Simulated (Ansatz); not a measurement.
C₂H₉NSi⁺, that is SiH2Me(NHMe) with one electron fewer. Charge 1, multiplicity 2. Geometry PBE0-D4/def2-SVP, that of the neutral singlet; atoms count from 1.

```xyz
13

Si    0.8105    0.1686   -0.2140
H     0.9180    1.5976   -0.6509
H     1.9554   -0.0730    0.7353
C     0.9914   -1.0139   -1.6566
H     1.9717   -0.8853   -2.1413
H     0.2062   -0.8410   -2.4080
H     0.9241   -2.0610   -1.3208
N    -0.7661   -0.0408    0.4779
C    -1.3461    0.8357    1.4653
H    -1.1248   -0.9892    0.5159
H    -1.0655    0.5981    2.5111
H    -1.0266    1.8735    1.2763
H    -2.4482    0.8306    1.4098
```

Q: Estimate the Mulliken populations from the PBE0/def2-TZVP orbitals of Ansatz.

A: 
```json
{"atom": "Si1", "charge (e)": "0.24", "spin (α − β)": "-0.03"}
{"atom": "H2", "charge (e)": "0.07", "spin (α − β)": "0.03"}
{"atom": "H3", "charge (e)": "0.10", "spin (α − β)": "0.13"}
{"atom": "C4", "charge (e)": "-0.50", "spin (α − β)": "0.02"}
{"atom": "H5", "charge (e)": "0.19", "spin (α − β)": "0.00"}
{"atom": "H6", "charge (e)": "0.18", "spin (α − β)": "0.00"}
{"atom": "H7", "charge (e)": "0.17", "spin (α − β)": "0.00"}
{"atom": "N8", "charge (e)": "-0.10", "spin (α − β)": "0.79"}
{"atom": "C9", "charge (e)": "-0.32", "spin (α − β)": "-0.02"}
{"atom": "H10", "charge (e)": "0.30", "spin (α − β)": "-0.02"}
{"atom": "H11", "charge (e)": "0.23", "spin (α − β)": "0.08"}
{"atom": "H12", "charge (e)": "0.20", "spin (α − β)": "0.01"}
{"atom": "H13", "charge (e)": "0.22", "spin (α − β)": "0.04"}
```
Mulliken values depend strongly on the basis.

Q: Where does the spin sit?

A: Summed by element: Si -0.03, H 0.26, C -0.01, N 0.79, of 1 unpaired in all. Largest on single atoms: N8 0.79, H3 0.13, H11 0.08.

Q: And the Mayer bond orders between heavy atoms (over 0.3)?

A: Si1–C4 1.07 (1.87 Å); Si1–N8 0.96 (1.73 Å); N8–C9 1.02 (1.44 Å).
